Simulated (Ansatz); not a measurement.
`OCOC[SiH3]` + `OB1N[SiH2]1` → `[SiH3]OB1N[SiH2]1` + `COCO`  (ligand exchange at the Si–C bond)

Computed with Ansatz on PBE0-D4/def2-TZVP structures; ΔE is electronic, products minus reactants. CCSD(T)/CBS is the MP2 limit (def2-TZVPP, def2-QZVPP) plus CCSD(T) − MP2 in def2-TZVPP, frozen cores. This one scheme is used for every species. Functionals use def2-TZVPP. Each species was taken in one conformer, which may not be the lowest.

CCSD(T)/CBS gives -119.2 kJ/mol.

Another level gave -108.8 kJ/mol. Which?
A. PBE0-D4/def2-TZVPP
B. PBE-D4/def2-TZVPP
C. HF/def2-TZVPP
D. ωB97M-V/def2-TZVPP

A. PBE0-D4 -108.8, ωB97M-V -115.0, PBE-D4 -101.4, HF/def2-TZVPP -142.5 kJ/mol.

Largest T1 diagnostic among the species: 0.013.

From PBE to PBE0 (25 % exact exchange), in def2-TZVPP and without D4, ΔE moves by −7.2 kJ/mol. In def2-TZVPP, CCSD(T) changes the Hartree–Fock value by +23.5 kJ/mol (the triples alone add +3.0 kJ/mol) and MP2 by +20.2 kJ/mol.
